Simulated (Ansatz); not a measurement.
A run for Ansatz (an electronic-structure program): R-MP2/aug-cc-pVTZ on GeH6Se (a complex), monomers drawn apart or pushed together. The run froze 28 orbitals, filled d shells among them.

Ansatz 0.2 input:
```yaml
crystal:
  periodic: [false, false, false]
  atoms:
    - {symbol: Ge, position_ang: [0.11057783, 0.05083799, -0.08422467]}
    - {symbol: H, position_ang: [-1.40387662, 0.02942135, 0.15658022]}
    - {symbol: H, position_ang: [0.39073553, 0.12046956, -1.59506055]}
    - {symbol: H, position_ang: [0.74358985, -1.22941606, 0.48266219]}
    - {symbol: H, position_ang: [0.73231329, 1.27433504, 0.60332693]}
    - {symbol: Se, position_ang: [-0.07916195, -0.64465257, 3.40590544]}
    - {symbol: H, position_ang: [-0.28193461, 0.36610587, 4.45506798]}
    - {symbol: H, position_ang: [1.27995339, -0.15040496, 3.14353930]}
basis:
  gaussian:
    orbitals: aug-cc-pVTZ
magnetization: {spin_polarized: false}
correlation: {method: mp2, electrons: outside_noble_gas}
scf: {lower_state_search: off}
```

The log:

```
Functional definition: HF
[...]
these checks for a lower state are left out or cut short: stability, starts, cluster_reference, orbital_swaps, neighbouring_geometries, increment
integrals: 0.72 GiB planned
1463 factors; integrals over basis functions are off by at most 1.4e-3 eV
mean field: 1.04 GiB planned
mean field evaluation 1: about -121872.1814 eV, gradient 1.4e1 eV
mean field evaluation 2: about -121872.2255 eV, gradient 1.4e1 eV
mean field evaluation 4: about -121873.3241 eV, gradient 1.8e0 eV
mean field evaluation 8: about -121873.3380 eV, gradient 1.1e-1 eV
mean field -121873.33808552 eV, -4478.7625659274 hartree, gradient 1.9e-6 eV, S^2 0.000000; 0 other end points of the search recorded, 0 dependent functions left out
28 core orbitals not correlated
reference -121873.33808552 eV, -4478.7625659274 hartree; 8, 8 occupied and 220, 220 virtual orbitals, 1463 factors
second order -8.69075032 eV of doubles, -0.00000000 eV of singles
Total energy: -121882.02883584 eV, -4479.0819451108 hartree
Checks for a lower state left out: stability, starts, cluster_reference, orbital_swaps, neighbouring_geometries, increment
```

The calculation finished and met its thresholds.

Cost: roughly 17 core-seconds.
